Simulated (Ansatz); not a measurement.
Computed with Ansatz on PBE0-D4/def2-TZVP structures; ΔE is electronic, products minus reactants. CCSD(T)/CBS adds triple-zeta CCSD(T) − MP2 to the extrapolated MP2 energy (def2 sets, frozen cores). Functionals use def2-TZVPP. B3LYP here is the variant with VWN-RPA as its local correlation; programs differ in this. def2 core potentials past Kr. For Sn outer-core shells are correlated without core-valence functions, which leaves a few kJ/mol of doubt a bond. Each species was taken in one conformer, which may not be the lowest.

Consider the cleavage of the Si–Sn bond: `F[CH2][SnH2][SiH3]` + `N=C(F)F` → `FC(F)=N[SiH3]` + `F[CH2][SnH3]`.

| level | ΔE (kJ/mol) | difference from CCSD(T)/CBS |
| --- | --- | --- |
| PBE-D4 | -7.2 | 8.9 |
| r2SCAN-D4 | -18.6 | -2.5 |
| ωB97X-V | -22.1 | -6.0 |
| B2PLYP | -24.5 | -8.4 |
| PBE | -8.2 | 7.9 |
| r2SCAN | -19.0 | -2.9 |
| PBE0 | -11.7 | 4.4 |
| B3LYP | -22.8 | -6.7 |
| HF/def2-TZVPP | -36.8 | -20.7 |
| SCS-MP2/def2-TZVPP | -27.5 | -11.4 |
| CCSD/def2-TZVPP | -21.3 | -5.2 |
| CCSD(T)/def2-TZVPP | -19.9 | -3.8 |
| HF/def2-QZVPP | -38.0 | -21.9 |
| MP2/def2-QZVPP | -22.4 | -6.3 |
| SCS-MP2/def2-QZVPP | -26.0 | -9.9 |
| MP2/CBS(def2) | -20.4 | -4.3 |
| CCSD(T)/CBS | -16.1 | 0 |

Largest T1 diagnostic among the species: 0.013.

In def2-TZVPP, CCSD(T) changes the Hartree–Fock value by +16.9 kJ/mol (the triples alone add +1.4 kJ/mol) and MP2 by +12.6 kJ/mol. From PBE to PBE0 (25 % exact exchange), in def2-TZVPP and without D4, ΔE moves by −3.5 kJ/mol.
